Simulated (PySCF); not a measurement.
Gas-phase reaction: 2 GeCl4 + F2 + Ge3H8 → 4 GeH2Cl2 + GeF2

Method: PySCF energies plus ideal-gas RRHO corrections (1 bar). † marks an energy on the PBE0/def2-TZVP geometry and frequencies; other levels use their own. MP2 freezes the core. All species are closed-shell singlets. Ge: all electrons, no relativistic terms. MP2 isn't extrapolated to the basis-set limit; its ΔH°(298 K) is -566.0 kJ in def2-SVP and -582.9 kJ in def2-TZVPP. The harmonic model lacks anharmonicity and excited electronic states, which grow with temperature; levels with a mode under 35 cm⁻¹ are left out. Internal rotation in Ge3H8 is treated as a harmonic vibration of one conformer, which makes the entropy rough.

```tsv
level	ΔE electronic, kJ	ΔH°(298 K), kJ	ΔS°(298 K), J/K	ΔG°(1400 K), kJ
BLYP/def2-TZVP†	-619	-620	188	-855
MP2/def2-TZVPP†	-583	-583	188	-818
PBE/def2-SVP	-534	-534	183	-763
PBE/def2-TZVP†	-561	-562	188	-797
PBE0/def2-SVP†	-547	-547	188	-783
LDA/def2-TZVP†	-528	-528	188	-763
```
ΔH° is lowest at BLYP/def2-TZVP† and highest at LDA/def2-TZVP†. No reference value is set beside these.
